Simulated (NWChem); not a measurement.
C₃H₈N₂Si; SMILES C[Si@]1(N)C=NC1

```xyz
14

C     -1.5422    -1.3525    -0.0756
Si     0.0564    -0.3786     0.0191
N      1.3403    -1.5227     0.0866
C     -0.0404     1.1858     1.0881
N     -0.0308     2.0103     0.1000
C      0.1991     1.1660    -1.0974
H     -2.4016    -0.6739    -0.1811
H     -1.5333    -2.0355    -0.9399
H     -1.6966    -1.9545     0.8341
H      2.3113    -1.2546     0.1877
H      1.1859    -2.4915     0.3366
H     -0.1641     1.5561     2.1177
H     -0.5459     1.3613    -1.8872
H      1.1895     1.3838    -1.5311
```
Atoms are numbered in this order, from 1.

Computed with NWChem. Medium grid unless said otherwise, to which SCAN and Minnesota functionals are sensitive. The geometry was optimised at PBE0/def2-SVP. Total energies of different functionals are on different scales.

| level | energy (Ha) | highest occupied level (eV) | orbital gap (eV) | dipole (D) |
|---|---|---|---|---|
| PBE/def2-SVP | -517.4177 | -4.88 | 3.55 | 3.12 |
| B3LYP/def2-SVP | -517.8777 | -6.05 | 5.61 | 3.23 |
| M06-2X/def2-SVP | -517.7318 | -7.62 | 8.42 | 3.34 |
| CAM-B3LYP/def2-SVP | -517.7402 | -7.67 | [?] | 3.31 |
| TPSSh/def2-SVP | -517.8941 | -5.56 | 4.80 | 3.23 |
| PBE0/def2-SVP | -517.4708 | -6.33 | 6.07 | 3.26 |

Task: What belongs in the gaps?

Result: 
- CAM-B3LYP/def2-SVP, orbital gap (eV): 8.72
